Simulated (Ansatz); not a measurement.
Isomers of Li$_{4}$F$_{4}$ (singlet), relaxed with PBE-D4/def2-SVP; total energies from Ansatz at B2PLYP/def2-TZVP.

| isomer | description | energy (Eh) |
| --- | --- | --- |
| A | (LiF)4 ring (Li4F4) | -429.91208 |
| B | (LiF)4 cube (Li4F4) | -429.92423 |

Correlated methods freeze 4 core orbitals; core or outer-core shells of Li are correlated, in sets that lack core-valence functions.

Task: Work out the relative energies (1 Eh = 2625.5 kJ/mol) and the Boltzmann populations at 1200 K from electronic energies alone (R = 8.314 J/mol/K).

Result: ΔE: A 31.9, B 0.0 kJ/mol. RT = 9.98 kJ/mol. Factors exp(−ΔE/RT): A 0.0409, B 1; sum 1.041. Populations: A 3.9 %, B 96.1 %. Zero-point energy, vibrational entropy and symmetry numbers are left out and can shift these; an error of 4 kJ/mol changes a ratio by a factor of 1.5. Over the other density-functional and correlated levels in def2 sets, the gap between B and A ranges from 27 to 64 kJ/mol.
